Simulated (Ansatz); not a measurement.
PBE exchange is replaced step by step with exact exchange (0 % is PBE, 25 % PBE0; no dispersion term), basis def2-TZVPD, Ansatz. System: AuF₂⁻ (the lowest singlet isomer of a short search). The state is a singlet with charge -1. Geometry: PBE-D4/def2-TZVPD, each spin state at its own.

Geometry of the singlet:

```xyz
3

Au    0.0000    0.0000    0.0000
F     1.1260   -1.4615    0.7600
F    -1.1260    1.4615   -0.7601
```

In the def2 sets Au takes a core potential; there is no spin–orbit coupling. At PBE-D4/def2-TZVPD the highest occupied level of the charge -1 triplet lies above zero (up to 0.16 eV). It is a level of α spin, whose loss leaves a doublet; that state wasn't run at this geometry and level. The electron is either unbound and held by the finite basis, or the level is raised by self-interaction error. At PBE-D4/def2-TZVPD, PBE with 5 % exact exchange/def2-TZVPD, PBE with 10 % exact exchange/def2-TZVPD, PBE with 15 % exact exchange/def2-TZVPD and others the highest occupied level of the charge -1 quintet lies above zero (up to 2.50 eV). It is a level of α spin, whose loss leaves a quartet; that state wasn't run at this geometry and level. The electron is either unbound and held by the finite basis, or the level is raised by self-interaction error. The structure comes from a short search, and lower isomers may exist.

```csv
exact exchange (%),HOMO (eV),LUMO (eV),gap (eV),triplet − singlet (kJ/mol),quintet − singlet (kJ/mol)
0,-0.65,3.19,3.84,266.0,862.6
5,-0.97,3.37,4.34,268.6,875.7
10,-1.30,3.55,4.85,271.0,888.8
15,-1.63,3.72,5.35,273.4,901.7
25,-2.26,4.05,6.31,277.9,927.0
35,-2.73,4.35,7.08,281.8,949.9
50,-3.45,4.78,8.22,286.4,963.5
```

The spin gap doesn't follow a straight line here, which points to a change of state along the sweep.
